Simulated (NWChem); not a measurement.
# SiH$_{4}$O$_{2}$; SMILES O[SiH2]O

```xyz
7

Si     0.0000     0.0000    -0.4255
O     -1.3853     0.0511     0.4893
O      1.3853    -0.0511     0.4893
H     -0.0651     1.2367    -1.2500
H      0.0651    -1.2367    -1.2500
H     -1.5866    -0.7328     1.0090
H      1.5866     0.7328     1.0090
```
Atoms are numbered in this order, from 1.

Level: PBE0/def2-SVP (NWChem), optimised geometry, unscaled harmonic frequencies. 

### Question
List the harmonic frequencies with IR intensities, and the thermochemistry.

### Answer
```json
[
 {"frequency (cm⁻¹)": "246", "IR intensity (km/mol)": "40.9"},
 {"frequency (cm⁻¹)": "301", "IR intensity (km/mol)": "126.5"},
 {"frequency (cm⁻¹)": "371", "IR intensity (km/mol)": "149.9"},
 {"frequency (cm⁻¹)": "615", "IR intensity (km/mol)": "98.8"},
 {"frequency (cm⁻¹)": "745", "IR intensity (km/mol)": "27.3"},
 {"frequency (cm⁻¹)": "823", "IR intensity (km/mol)": "89.3"},
 {"frequency (cm⁻¹)": "867", "IR intensity (km/mol)": "237.3"},
 {"frequency (cm⁻¹)": "879", "IR intensity (km/mol)": "1.3"},
 {"frequency (cm⁻¹)": "923", "IR intensity (km/mol)": "46.3"},
 {"frequency (cm⁻¹)": "958", "IR intensity (km/mol)": "121.8"},
 {"frequency (cm⁻¹)": "984", "IR intensity (km/mol)": "312.7"},
 {"frequency (cm⁻¹)": "2267", "IR intensity (km/mol)": "85.2"},
 {"frequency (cm⁻¹)": "2268", "IR intensity (km/mol)": "188.0"},
 {"frequency (cm⁻¹)": "3929", "IR intensity (km/mol)": "123.4"},
 {"frequency (cm⁻¹)": "3931", "IR intensity (km/mol)": "72.8"}
]
```

```yaml
zero_point_energy: 28.7 kcal/mol
thermal correction to the enthalpy at 298.15 K (with zero-point energy): 32.2 kcal/mol
heat capacity Cv: 15.7 cal/(mol K)
entropy at 298.15 K and 1 atm (symmetry number 2): 66.1 cal/(mol K)
dipole_moment: 1.05 D
```

Rigid rotor and harmonic oscillator.
